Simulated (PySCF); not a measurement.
Job for PySCF: U-B3LYP/LANL2DZ on GeS, a point of a bond scan (R = 2.738 Å).

```python
from pyscf import gto, scf, dft, mp
from pyscf.data.elements import chemcore

mol = gto.M(
    atom='''
    Ge   -0.00000000   -0.00000000   -0.67616527
    S     0.00000000    0.00000000    2.06230406
    ''',
    basis='lanl2dz',
    ecp={'Ge': 'lanl2dz', 'S': 'lanl2dz'},
    charge=0, spin=0, verbose=3, max_memory=1800)
mf = dft.UKS(mol, xc='b3lyp')
mf.conv_tol = 1e-8
mf.max_cycle = 100
mf.init_guess_breaksym = True
mf.kernel()
if not mf.converged:
    mf = mf.newton().run(mf.mo_coeff, mf.mo_occ)
for _ in range(4):
    mo, _, stable, _ = mf.stability(return_status=True)
    if stable:
        break
    mf.kernel(mf.make_rdm1(mo, mf.mo_occ))
```

Program output:

```
converged SCF energy = -13.8227365435729  <S^2> = 8.8817842e-16  2S+1 = 1
<class 'pyscf.dft.uks.UKS'> wavefunction has an internal instability
converged SCF energy = -13.8253059952563  <S^2> = 0.48794791  2S+1 = 1.7180779
<class 'pyscf.dft.uks.UKS'> wavefunction is stable in the internal stability analysis
```

The run converged. Its determinant has ⟨S²⟩ = 0.49, a mixture of spin states.

Cost: roughly 5 core-seconds.
